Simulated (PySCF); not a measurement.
Ligands exchanged one at a time, Si F-OH. Gas-phase values, no solvent. One relaxed conformer stands for each flexible species; it need not be the lowest. Strings in code marks are SMILES.

The four lowest singlet excitations (Tamm–Dancoff). All values below come from TPSSh-D3(BJ)/def2-TZVP // B3LYP-D3(BJ)/def2-TZVP in PySCF 2.14.0. Excitations are Tamm–Dancoff values on a coarser integration grid. The basis has no diffuse functions, so Rydberg states are missing or too high.

```json
[
 {"state": "S1", "energy (eV)": "8.84", "wavelength (nm)": "140", "oscillator strength": "0.033"},
 {"state": "S2", "energy (eV)": "9.66", "wavelength (nm)": "128", "oscillator strength": "0.049"},
 {"state": "S3", "energy (eV)": "10.35", "wavelength (nm)": "120", "oscillator strength": "0.000"},
 {"state": "S4", "energy (eV)": "10.59", "wavelength (nm)": "117", "oscillator strength": "0.001"}
]
```

**Question.** Name which member gives these states.
(A) `O[Si](F)(F)F`
(B) `O[Si](O)(O)F`
(C) `O[Si](O)(O)O`
(D) `O[Si](O)(F)F` (H–O–Si–F torsion 43°, F–Si–O–H torsion 85°)

**Answer.** A, `O[Si](F)(F)F`
